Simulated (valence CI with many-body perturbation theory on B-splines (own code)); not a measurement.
The numbers below are computed, except where a source is named.
## Level structure of Hg XLII

Method: relativistic CI+MBPT: three valence electrons over a frozen Dirac-Fock core [Kr], radial functions for each j: 9 s, 9 p, 10 d, 8 f, 5 g, 3 h, 1 i, with the one-electron correlation potential Σ1, the two-electron term Σ2, the three-electron term Σ3, Breit, model QED; selected CI, second order for the rest (own B-spline code, finite nucleus).

The last digits are not significant, and no measured levels were compared; by estimate large intervals hold to a few tenths of a per cent, small ones and those within an open d or f shell to about a per cent. Only levels of the ground parity were solved; by the run's estimate the other parity begins above the list, which can be wrong where configurations are misplaced.

Levels 1 to 19 of 19, with energies above the lowest level, (4d3/2^3) J=3/2. "Leading %" is the weight of the configuration and term that name the level; weights of strongly mixed levels are sums over their largest components and can fall short. In the jj column 3d3/2^4 stands for four electrons in 3d with j = 3/2.

```
No.  Configuration  Term     J  E (cm⁻¹)  Leading %             Leading jj      g
  1            4d³    ⁴F   3/2         0         46         4d3/2^3 (98 %)  0.716
  2            4d³    ⁴F   5/2    196370         82   4d3/2^2 4d5/2 (99 %)  1.056
  3            4d³    ⁴P   3/2    216980         39   4d3/2^2 4d5/2 (99 %)  1.183
  4            4d³    ²G   7/2    232550         49   4d3/2^2 4d5/2 (97 %)  1.045
  5            4d³    ²H   9/2    234030         46   4d3/2^2 4d5/2 (99 %)  1.040
  6            4d³    ⁴P   1/2    235700         58  4d3/2^2 4d5/2 (100 %)  1.828
  7            4d³    ²D   5/2    312880         42   4d3/2^2 4d5/2 (95 %)  1.254
  8            4d³    ⁴F   7/2    424670         66   4d3/2 4d5/2^2 (98 %)  1.120
  9            4d³    ⁴F   9/2    441650         51   4d3/2 4d5/2^2 (98 %)  1.136
 10            4d³    ⁴P   3/2    456530         41   4d3/2 4d5/2^2 (99 %)  1.118
 11            4d³    ²P   1/2    466910         58  4d3/2 4d5/2^2 (100 %)  1.499
 12            4d³    ⁴P   5/2    471390         39   4d3/2 4d5/2^2 (95 %)  1.290
 13            4d³    ²H  11/2    475450        100  4d3/2 4d5/2^2 (100 %)  1.086
 14            4d³    ²D   5/2    501290         44   4d3/2 4d5/2^2 (98 %)  1.095
 15            4d³    ²F   7/2    504620         79   4d3/2 4d5/2^2 (98 %)  1.091
 16            4d³    ²D   3/2    571060         78   4d3/2 4d5/2^2 (95 %)  0.893
 17            4d³    ²G   9/2    668690         50         4d5/2^3 (98 %)  1.162
 18            4d³    ²D   3/2    714280         44         4d5/2^3 (96 %)  1.130
 19            4d³    ²D   5/2    750350         60         4d5/2^3 (96 %)  1.167
```

The ionisation energy to 4d² ³F2 of the next ion comes out as 1989.9 eV (NIST: 1989 ± 4 eV (theoretical)). All 19 levels together are meant to be complete up to 780360 cm⁻¹.
